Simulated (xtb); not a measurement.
xtb job for C5H7FO, SMILES C[C@H]1CO/C1=C\F, GFN2-xTB. 

```
$ xtb mol.xyz --gfn 2 --sp --chrg 0 --uhf 0 --json
$ cat mol.xyz
14

C     -1.99625267    -1.06024604     0.02230269
C     -1.05138798    -0.09075909    -0.66575667
C     -1.12629988     1.38353960    -0.22343979
O      0.22272994     1.32848518     0.26049213
C      0.34157664     0.00739047    -0.10143661
C      1.34132421    -0.84544462     0.03578888
F      2.52238552    -0.52314401     0.60193690
H     -1.94499075    -0.94172239     1.10198100
H     -3.01841800    -0.87901838    -0.30271541
H     -1.72750241    -2.08379674    -0.22572095
H     -1.07922699    -0.22893956    -1.74822994
H     -1.82978411     1.59321169     0.58474926
H     -1.23502772     2.12307071    -1.01865029
H      1.29787885    -1.86927239    -0.29753361
```

It prints:

```
[banner left out]
          |                Calculation Setup                |
           -------------------------------------------------



           -------------------------------------------------
          |                 G F N 2 - x T B                 |
           -------------------------------------------------

        Reference                      10.1021/acs.jctc.8b01176
      * Hamiltonian:
        H0-scaling (s, p, d)           1.850000    2.230000    2.230000
        zeta-weighting                 0.500000
      * Dispersion:
        s8                             2.700000
        a1                             0.520000
        a2                             5.000000
        s9                             5.000000
      * Repulsion:
        kExp                           1.500000    1.000000
        rExp                           1.000000
      * Coulomb:
        alpha                          2.000000
        third order                    shell-resolved
        anisotropic                    true
        a3                             3.000000
        a5                             4.000000
        cn-shift                       1.200000
        cn-exp                         4.000000
        max-rad                        5.000000


          ...................................................
          :                      SETUP                      :
          :.................................................:
          :  # basis functions                  35          :
          :  # atomic orbitals                  35          :
          :  # shells                           21          :
          :  # electrons                        40          :
          :  max. iterations                   250          :
          :  Hamiltonian                  GFN2-xTB          :
          :  restarted?                      false          :
          :  GBSA solvation                  false          :
          :  PC potential                    false          :
          :  electronic temp.          300.0000000     K    :
          :  accuracy                    1.0000000          :
          :  -> integral cutoff          0.2500000E+02      :
          :  -> integral neglect         0.1000000E-07      :
          :  -> SCF convergence          0.1000000E-05 Eh   :
          :  -> wf. convergence          0.1000000E-03 e    :
          :  Broyden damping             0.4000000          :
          :  net charge                          0          :
          :  unpaired electrons                  0          :
          ...................................................

 iter      E             dE          RMSdq      gap      omega  full diag
   1    -23.2389543 -0.232390E+02  0.412E+00    5.08       0.0  T
   2    -23.2643287 -0.253744E-01  0.214E+00    4.85       1.0  T
   3    -23.2636489  0.679797E-03  0.903E-01    4.87       1.0  T
   4    -23.2640304 -0.381434E-03  0.373E-01    4.93       1.0  T
   5    -23.2655709 -0.154052E-02  0.806E-02    4.90       1.0  T
   6    -23.2655777 -0.684694E-05  0.308E-02    4.90       1.0  T
   7    -23.2655783 -0.608905E-06  0.111E-02    4.90       2.4  T
   8    -23.2655786 -0.269397E-06  0.197E-03    4.90      13.5  T
   9    -23.2655786 -0.540271E-08  0.940E-04    4.90      28.4  T
  10    -23.2655786 -0.924899E-09  0.186E-04    4.90     143.9  T

   *** convergence criteria satisfied after 10 iterations ***

         #    Occupation            Energy/Eh            Energy/eV
      -------------------------------------------------------------
         1        2.0000           -0.8054340             -21.9170
       ...           ...                  ...                  ...
        14        2.0000           -0.5084154             -13.8347
        15        2.0000           -0.4830732             -13.1451
        16        2.0000           -0.4747980             -12.9199
        17        2.0000           -0.4691161             -12.7653
        18        2.0000           -0.4529910             -12.3265
        19        2.0000           -0.4493997             -12.2288
        20        2.0000           -0.3864738             -10.5165 (HOMO)
        21                         -0.2063755              -5.6158 (LUMO)
        22                         -0.0407282              -1.1083
        23                         -0.0123301              -0.3355
        24                          0.0490145               1.3338
        25                          0.0770642               2.0970
       ...                                ...                  ...
        35                          0.6710846              18.2611
      -------------------------------------------------------------
                  HL-Gap            0.1800984 Eh            4.9007 eV
             Fermi-level           -0.2964247 Eh           -8.0661 eV

 SCC (total)                   0 d,  0 h,  0 min,  0.009 sec
 SCC setup                      ...        0 min,  0.000 sec (  0.923%)
 Dispersion                     ...        0 min,  0.000 sec (  0.716%)
 classical contributions        ...        0 min,  0.000 sec (  0.229%)
 integral evaluation            ...        0 min,  0.001 sec ( 15.324%)
 iterations                     ...        0 min,  0.005 sec ( 51.250%)
 molecular gradient             ...        0 min,  0.003 sec ( 30.228%)
 printout                       ...        0 min,  0.000 sec (  1.175%)

         :::::::::::::::::::::::::::::::::::::::::::::::::::::
         ::                     SUMMARY                     ::
         :::::::::::::::::::::::::::::::::::::::::::::::::::::
         :: total energy             -23.024941077880 Eh    ::
         :: gradient norm              0.000258494750 Eh/a0 ::
         :: HOMO-LUMO gap              4.900725588992 eV    ::
         ::.................................................::
         :: SCC energy               -23.265561731606 Eh    ::
         :: -> isotropic ES            0.027593750026 Eh    ::
         :: -> anisotropic ES          0.002284633798 Eh    ::
         :: -> anisotropic XC          0.000323343761 Eh    ::
         :: -> dispersion             -0.008063879548 Eh    ::
         :: repulsion energy           0.240620653726 Eh    ::
         :: add. restraining           0.000000000000 Eh    ::
         :: total charge              -0.000000000000 e     ::
         :::::::::::::::::::::::::::::::::::::::::::::::::::::

           -------------------------------------------------
          |                Property Printout                |
           -------------------------------------------------

    * Orbital Energies and Occupations

         #    Occupation            Energy/Eh            Energy/eV
      -------------------------------------------------------------
         1        2.0000           -0.8054340             -21.9170
       ...           ...                  ...                  ...
         8        2.0000           -0.5750172             -15.6470
         9        2.0000           -0.5610008             -15.2656
        10        2.0000           -0.5550718             -15.1043
        11        2.0000           -0.5310836             -14.4515
        12        2.0000           -0.5156426             -14.0313
        13        2.0000           -0.5088058             -13.8453
        14        2.0000           -0.5084154             -13.8347
        15        2.0000           -0.4830732             -13.1451
        16        2.0000           -0.4747980             -12.9199
        17        2.0000           -0.4691161             -12.7653
        18        2.0000           -0.4529910             -12.3265
        19        2.0000           -0.4493997             -12.2288
        20        2.0000           -0.3864738             -10.5165 (HOMO)
        21                         -0.2063755              -5.6158 (LUMO)
        22                         -0.0407282              -1.1083
        23                         -0.0123301              -0.3355
        24                          0.0490145               1.3338
        25                          0.0770642               2.0970
        26                          0.1048668               2.8536
        27                          0.1215250               3.3069
        28                          0.1406391               3.8270
        29                          0.1681838               4.5765
        30                          0.1889909               5.1427
        31                          0.2124888               5.7821
       ...                                ...                  ...
        35                          0.6710846              18.2611
      -------------------------------------------------------------
                  HL-Gap            0.1800984 Eh            4.9007 eV
             Fermi-level           -0.2964247 Eh           -8.0661 eV

     #   Z          covCN         q      C6AA      α(0)
     1   6 C        3.752    -0.114    22.738     6.800
     2   6 C        3.896    -0.029    21.035     6.520
     3   6 C        4.128     0.074    19.262     6.233
     4   8 O        1.745    -0.267    18.422     5.795
     5   6 C        3.270     0.120    24.182     7.929
     6   6 C        2.691     0.073    26.352     8.401
     7   9 F        0.785    -0.215    11.389     3.986
     8   1 H        0.925     0.053     2.282     2.362
     9   1 H        0.925     0.052     2.293     2.368
    10   1 H        0.925     0.051     2.303     2.373
    11   1 H        0.924     0.050     2.319     2.381
    12   1 H        0.924     0.051     2.311     2.377
    13   1 H        0.924     0.046     2.368     2.407
    14   1 H        0.926     0.055     2.264     2.353

 Mol. C6AA /au·bohr⁶  :       1757.678573
 Mol. C8AA /au·bohr⁸  :      38990.165251
 Mol. α(0) /au        :         62.287350


Wiberg/Mayer (AO) data.
largest (>0.10) Wiberg bond orders for each atom

 ---------------------------------------------------------------------------
     #   Z sym  total        # sym  WBO       # sym  WBO       # sym  WBO
 ---------------------------------------------------------------------------
     1   6 C    3.993 --     2 C    1.008     8 H    0.986    10 H    0.983
                             9 H    0.983
     2   6 C    3.988 --     1 C    1.008     5 C    0.989     3 C    0.988
                            11 H    0.961
     3   6 C    3.940 --     2 C    0.988    13 H    0.975    12 H    0.974
                             4 O    0.967
     4   8 O    2.202 --     5 C    1.053     3 C    0.967     6 C    0.117
     5   6 C    3.935 --     6 C    1.774     4 O    1.053     2 C    0.989
     6   6 C    3.865 --     5 C    1.774     7 F    0.963    14 H    0.958
                             4 O    0.117
     7   9 F    1.090 --     6 C    0.963
     8   1 H    0.997 --     1 C    0.986
     9   1 H    0.997 --     1 C    0.983
    10   1 H    0.997 --     1 C    0.983
    11   1 H    0.997 --     2 C    0.961
    12   1 H    0.997 --     3 C    0.974
    13   1 H    0.998 --     3 C    0.975
    14   1 H    0.997 --     6 C    0.958
 ---------------------------------------------------------------------------

Topologies differ in total number of bonds
Writing topology from bond orders to xtbtopo.mol

molecular dipole:
                 x           y           z       tot (Debye)
 q only:       -1.458      -0.406      -0.564
   full:       -1.574      -0.424      -0.651       4.461
molecular quadrupole (traceless):
                xx          xy          yy          xz          yz          zz
 q only:       -2.465      -1.101       1.728      -1.648      -0.367       0.737
  q+dip:       -4.482      -2.701       2.490      -2.792      -0.687       1.992
   full:       -4.066      -2.085       2.281      -2.571      -0.647       1.785
Note: The following floating-point exceptions are signalling: IEEE_UNDERFLOW_FLAG IEEE_DENORMAL
normal termination of xtb


           -------------------------------------------------
          | TOTAL ENERGY              -23.024941077880 Eh   |
          | GRADIENT NORM               0.000258494750 Eh/α |
          | HOMO-LUMO GAP               4.900725588992 eV   |
           -------------------------------------------------

------------------------------------------------------------------------
------------------------------------------------------------------------
 total:
 SCF:
```

The calculation finished and met its thresholds.

Cost: roughly 0.03 core-seconds.
